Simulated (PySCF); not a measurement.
**Energy of Cu²⁺ (copper, charge +2) between two integer charges**

The 3d beta orbital of [Ar] 3d9 is emptied in steps (occupation f), with all orbitals relaxed, ending at [Ar] 3d8. Calculation: PySCF 2.14, in aug-pcseg-2 (7s5p4d3f2g, 81 functions); the non-relativistic Hamiltonian (point nucleus). The exact energy is a straight line in f; departures are measured from the line between the end points of the same method.

Question: Among BHandHLYP, wB97X, BLYP, which shows the largest delocalisation error (convex curve), and which is closest to linear?

Answer: Most convex: BLYP (-2.259 eV at f = 0.5); closest to linear: BHandHLYP (-0.669 eV).

```json
{"f": "1", "BHandHLYP (eV)": "0.000", "wB97X (eV)": "0.000", "BLYP (eV)": "0.000"}
{"f": "0.75", "BHandHLYP (eV)": "-0.489", "wB97X (eV)": "-0.628", "BLYP (eV)": "-1.678"}
{"f": "0.5", "BHandHLYP (eV)": "-0.669", "wB97X (eV)": "-0.850", "BLYP (eV)": "-2.259"}
{"f": "0.25", "BHandHLYP (eV)": "-0.514", "wB97X (eV)": "-0.646", "BLYP (eV)": "-1.709"}
{"f": "0", "BHandHLYP (eV)": "0.000", "wB97X (eV)": "0.000", "BLYP (eV)": "0.000"}
```

```
   method  E(f=0) − E(f=1) (eV)  −ε at f=1 (eV)  −ε at f=0.5 (eV)
BHandHLYP                36.563          34.028            36.498
    wB97X                37.078          33.788            37.031
     BLYP                37.603          28.747            37.520
```

Reference removal energy between the ground levels: 36.841 ± 0.012 eV (measured; NIST Atomic Spectra Database, ionization energies). The calculation has no spin-orbit coupling. The determinant left behind need not be the lowest term of the ion.
